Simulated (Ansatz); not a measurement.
One change: `C=C(F)B[SiH3]` becomes `C=C(F)Br`.

Ansatz, PBE0-D4/def2-TZVP geometries, multiplicity 1. Each molecule was computed in one conformer, which needn't be the lowest.

Scalar relativity is left out up to krypton. Spin–orbit coupling is left out; it splits and shifts lone-pair levels of the heavy atoms by tenths of an eV.

| property | `C=C(F)B[SiH3]` |
| --- | --- |
| size of the dipole moment (PBE/def2-TZVPP) / D | 1.98 |
| HOMO energy (B3LYP/def2-TZVPP) / eV | -8.05 |
| HOMO energy (ωB97M-V/def2-TZVPP) / eV | -10.50 |
| HOMO energy (PBE0/def2-TZVPP) / eV | -8.28 |
| LUMO energy (ωB97M-V/def2-TZVPP) / eV | -0.77 |
| HOMO–LUMO gap (PBE0/def2-TZVPP) / eV | 5.51 |

**Question.** Give the same properties after the change, and the shifts. (Estimate.)

**Answer.** Computed: 
| property | `C=C(F)Br` | shift |
| --- | --- | --- |
| size of the dipole moment (PBE/def2-TZVPP) / D | 1.10 | -0.88 |
| HOMO energy (B3LYP/def2-TZVPP) / eV | -7.36 | 0.69 |
| HOMO energy (ωB97M-V/def2-TZVPP) / eV | -9.78 | 0.72 |
| HOMO energy (PBE0/def2-TZVPP) / eV | -7.59 | 0.69 |
| LUMO energy (ωB97M-V/def2-TZVPP) / eV | 2.00 | 2.77 |
| HOMO–LUMO gap (PBE0/def2-TZVPP) / eV | 7.42 | 1.91 |

With PBE0 the HOMO rises by 0.69 eV and the LUMO rises by 2.60 eV, so the gap widens by about 1.91 eV. PBE moves the HOMO by 0.74 eV and ωB97M-V by 0.72 eV. Dipoles are sizes alone; their direction can turn.

B3LYP here is the variant with VWN-RPA as its local correlation; programs differ in this.
